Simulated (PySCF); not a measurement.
C4H4ClF, SMILES C=C=C(F)CCl.

Coordinates come from a B3LYP-D3(BJ)/def2-SVP optimisation. The structure was generated by enumeration, and PubChem lists no compound with its InChIKey, so it may never have been made. Other conformers were not sampled.

Two levels are set side by side: TDA-PBE/def2-SVPD (PySCF) and TDA-CAM-B3LYP/def2-SVPD (PySCF). Vertical, same geometry. The lowest singlet is HOMO→LUMO 94 % with PBE and HOMO→LUMO 82 %, HOMO→LUMO+1 14 % with the other functional; states are paired by order. Differences are taken from unrounded values.

| quantity | TDA-CAM-B3LYP | TDA-PBE | TDA-PBE minus TDA-CAM-B3LYP |
|---|---|---|---|
| lowest singlet excitation (eV) | 5.03 | 4.67 | -0.37 |
| lowest triplet excitation (TDA) (eV) | 4.26 | 4.11 | -0.15 |
| first bright state (f over 0.05) (eV) | 6.80 | 5.87 | -0.93 |
| its oscillator strength | 0.06 | 0.20 | 0.14 |

A lower first singlet is the usual sign of a functional without exact exchange. Differences between two approximate levels are no errors against the true value.

Rough cost on one machine, each run with all the roots and properties that it gave: TDA-CAM-B3LYP against TDA-PBE about 3 times.
